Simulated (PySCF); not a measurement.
## A parent and its derivatives

The calculation used TDDFT PBE0/def2-SVPD, vertical, gas phase, core orbitals frozen in the response, def2 core potentials past Kr (PySCF 2.14.0, density-fitted response routines). Geometries: PBE0-D3(BJ)/def2-SVP; one conformer of each isolated species. Triplets are in the Tamm–Dancoff approximation. Atoms past krypton carry core potentials; spin–orbit coupling is left out.

Parent: `CC[N]=[Ta]([Cl])([Cl])[Cl]` (Ta(NEt)Cl3), with lowest singlet excitation energy 4.18 eV, lowest triplet energy 3.92 eV, HOMO–LUMO gap 5.79 eV, mean static polarisability 117.3 au, LUMO energy -2.29 eV, S1–T1 gap 0.26 eV. Its spectrum: 297 nm (f 0.000); 284 nm (f 0.003); 284 nm (f 0.002); 283 nm (f 0.014); 221 nm (f 0.002).

Question: How do these changes move the values? ligand (all three): Cl to OH (`CC[N]=[Ta]([OH])([OH])[OH]`); ligand (all three): Cl to NH2 (`CC[N]=[Ta]([NH2])([NH2])[NH2]`); ligand (all three): Cl to Me (`CC[N]=[Ta]([CH3])([CH3])[CH3]`).

Answer: 

| change | SMILES | Δ S1 (eV) | Δ T1 (eV) | Δ gap (eV) | Δ α (au) | Δ LUMO (eV) | Δ S1−T1 (eV) |
| --- | --- | --- | --- | --- | --- | --- | --- |
| ligand (all three): Cl to OH | CC[N]=[Ta]([OH])([OH])[OH] | +1.13 | +0.76 | +0.79 | -28.7 | +1.97 | +0.37 |
| ligand (all three): Cl to NH2 | CC[N]=[Ta]([NH2])([NH2])[NH2] | +0.98 | +0.80 | +0.73 | -11.1 | +2.26 | +0.18 |
| ligand (all three): Cl to Me | CC[N]=[Ta]([CH3])([CH3])[CH3] | +0.23 | +0.01 | +0.31 | +2.8 | +1.50 | +0.21 |

All changes raise S1, and it rises most with ligand (all three): Cl to OH (+1.13 eV). S1 is simply the lowest singlet of each species and needn't be the same kind of state throughout.

Lowest levels of each derivative:
- `CC[N]=[Ta]([OH])([OH])[OH]`: 5.31 eV (f 0.002); 5.40 eV (f 0.013); 5.48 eV (f 0.001)
- `CC[N]=[Ta]([NH2])([NH2])[NH2]`: 5.16 eV (f 0.000); 5.42 eV (f 0.000); 5.53 eV (f 0.000)
- `CC[N]=[Ta]([CH3])([CH3])[CH3]`: 4.41 eV (f 0.000); 4.59 eV (f 0.000); 4.60 eV (f 0.000)
